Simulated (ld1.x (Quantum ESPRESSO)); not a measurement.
# Configuration tests for C (Z = 6) (ultrasoft)

```json
{"Element": "carbon", "Generator": "ld1.x (Quantum ESPRESSO) 7.5", "Type": "ultrasoft", "Functional": "PBEsol", "Relativity": "non-relativistic", "Frozen core": "[He]", "Valence charge": "4", "Reference configuration": "2s2 2p1 (charge +1)", "Partial waves": "2s (bound): rcut 1.20, rcutus 1.35 bohr; 2s channel at 2.2 Ry: rcut 1.20, rcutus 1.35 bohr; 2p (bound): rcut 2.25, rcutus 2.85 bohr; 2p channel at 0.9 Ry: rcut 2.25, rcutus 2.85 bohr", "Local potential": "all-electron potential smoothed inside 1.10 bohr (lloc = -2)", "Core correction": "Bessel-smoothed model core, default radius (core density twice the valence density)", "Augmentation charge": "built from norm-conserving waves at rcut, not smoothed further"}
```

Energies are relative to the spin-unpolarised reference configuration 2s2 2p1; without spin polarisation the order of configurations can differ from experiment.

```csv
valence configuration,charge,ΔE all-electron (eV),error AE − PS (meV)
2s2 2p2,0,-10.792,-232
2s2 2p0,+2,24.022,+169
2s0 2p4,0,6.050,-270
2s2 2p1.5,+0.5,-6.858,-45
2s1 2p3,0,-2.381,-260
2s1 2p2,+1,8.696,+0.3
```

Task: What are ΔE and the potential's error for 2s1 2p0?

Result: ΔE = 71.965 eV all-electron; the error (AE − PS) is +438 meV.

A Bessel basis up to 400 Ry misses an occupied level by 0.99 Ry, so cutoffs and ghosts were not judged.
